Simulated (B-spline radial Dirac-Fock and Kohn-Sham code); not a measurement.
# 3d3/2 photoionisation of Cr⁺ near threshold

System: Cr⁺, configuration [Ar] 3d5. The computed 3d3/2 threshold is 13.52 eV; without correlation, outer thresholds are uncertain by 1 to 2 eV. With an open shell the threshold is an average over the terms of the final ion.

Calculated with a radial atomic solver, using Dirac-Hartree-Slater photoionisation with all multipoles and Dirac-Fock thresholds. Interchannel coupling and autoionising resonances are not included, so magnitudes near threshold are approximate.

Q: How do σ and β run from threshold to 400 eV kinetic energy?

A: The cross section shows no minimum in this range. Its largest value, 3.56 Mb, lies 14 eV above threshold, delayed by the centrifugal barrier of the l+1 channel. β ranges from 0.01 (at 5.7 eV) to 1.25.

| kinetic energy (eV) | σ (Mb) | β |
| --- | --- | --- |
| 1.5 | 2.97 | 0.23 |
| 1.9 | 3.02 | 0.18 |
| 2.3 | 3.07 | 0.12 |
| 2.9 | 3.14 | 0.08 |
| 3.7 | 3.21 | 0.04 |
| 4.6 | 3.28 | 0.02 |
| 5.7 | 3.36 | 0.01 |
| 7.2 | 3.43 | 0.01 |
| 9.0 | 3.50 | 0.03 |
| 11.2 | 3.54 | 0.07 |
| 14.0 | 3.56 | 0.13 |
| 17.5 | 3.54 | 0.20 |
| 21.9 | 3.47 | 0.28 |
| 27.4 | 3.33 | 0.38 |
| 34.2 | 3.09 | 0.49 |
| 42.8 | 2.75 | 0.60 |
| 53.5 | 2.29 | 0.71 |
| 66.9 | 1.76 | 0.82 |
| 83.7 | 1.24 | 0.93 |
| 104.7 | 0.824 | 1.02 |
| 130.9 | 0.522 | 1.09 |
| 163.6 | 0.318 | 1.16 |
| 204.6 | 0.187 | 1.20 |
| 255.8 | 0.106 | 1.24 |
| 319.9 | 0.0586 | 1.25 |
| 400.0 | 0.0306 | 1.24 |
